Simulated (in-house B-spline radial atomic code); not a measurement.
Whole-atom quantities along the 47-electron series, configuration [Kr] 4d10 5s1. Breit and QED terms are first order and not part of the total energy; the density at the nucleus is averaged over the nuclear charge. Computed with a B-spline radial code for spherical atoms: Dirac-Hartree-Fock, average of the configuration, finite nuclei.

```tsv
ion	Z	E/Z² (Eh)	Σ<r²> (bohr²)	n(0)/Z³ (bohr⁻³)	Lamb diamagnetic shielding (ppm)	repulsion over attraction	Breit energy (eV)	self-energy (eV)	vacuum polarisation (eV)	Dirac less non-relativistic energy (Eh)
Ag	47	-2.4059	49.157	1.3527	4869.71	0.15641	96.386	73.022	-8.9016	-116.94
Cd+	48	?	?	?	?	?	?	?	?	?
In2+	49	-2.4488	32.384	1.4274	5159.15	0.15332	111.2	84.582	-10.63	-140.24
Sn3+	50	?	?	?	?	?	?	?	?	?
Sb4+	51	-2.4903	24.886	1.509	5449.76	0.14978	127.57	97.452	-12.621	-167.03
Te5+	52	-2.5105	22.303	1.5508	5595.91	0.14795	136.37	104.41	-13.725	-181.85
I6+	53	-2.5304	20.18	1.5974	5742.77	0.14609	145.58	111.74	-14.907	-197.69
Xe7+	54	?	?	?	?	?	?	?	?	?
Cs8+	55	-2.5691	16.869	1.6949	6038.82	0.14235	165.31	127.55	-17.523	-232.61
Ba9+	56	-2.588	15.549	1.7464	6188.13	0.14048	175.86	136.07	-18.966	-251.79
La10+	57	-2.6066	14.394	1.8015	6338.36	0.13863	186.87	145.01	-20.508	-272.2
Ce11+	58	-2.6249	13.375	1.8588	6489.58	0.13679	198.36	154.4	-22.153	-293.9
Pr12+	59	-2.6429	12.469	1.9193	6641.81	0.13496	210.34	164.25	-23.908	-316.94
Nd13+	60	-2.6607	11.659	1.9823	6795.12	0.13316	222.82	174.59	-25.779	-341.39
Pm14+	61	-2.6782	10.93	2.0454	6949.52	0.13137	235.82	185.42	-27.771	-367.3
```

(1) Fill in the row of Cd+.

(2) Fill in the row of Sn3+.

(3) Fill in the row of Xe7+.

(4) With what power of Z does the column «Breit energy (eV)» change over this range?

Answers

(1) E/Z² (Eh): -2.4275; Σ<r²> (bohr²): 38.477; n(0)/Z³ (bohr⁻³): 1.3881; Lamb diamagnetic shielding (ppm): 5014.43; repulsion over attraction: 0.15495; Breit energy (eV): 103.61; self-energy (eV): 78.644; vacuum polarisation (eV): -9.7348; Dirac less non-relativistic energy (Eh): -128.17.

(2) E/Z² (Eh): -2.4697; Σ<r²> (bohr²): 28.125; n(0)/Z³ (bohr⁻³): 1.4671; Lamb diamagnetic shielding (ppm): 5304.21; repulsion over attraction: 0.15158; Breit energy (eV): 119.19; self-energy (eV): 90.847; vacuum polarisation (eV): -11.591; Dirac less non-relativistic energy (Eh): -153.18.

(3) E/Z² (Eh): -2.5499; Σ<r²> (bohr²): 18.394; n(0)/Z³ (bohr⁻³): 1.6446; Lamb diamagnetic shielding (ppm): 5890.38; repulsion over attraction: 0.14422; Breit energy (eV): 155.22; self-energy (eV): 119.45; vacuum polarisation (eV): -16.171; Dirac less non-relativistic energy (Eh): -214.59.

(4) A fit of the logarithm of its size against log Z from Z = 47 to 61 has slope 3.43.
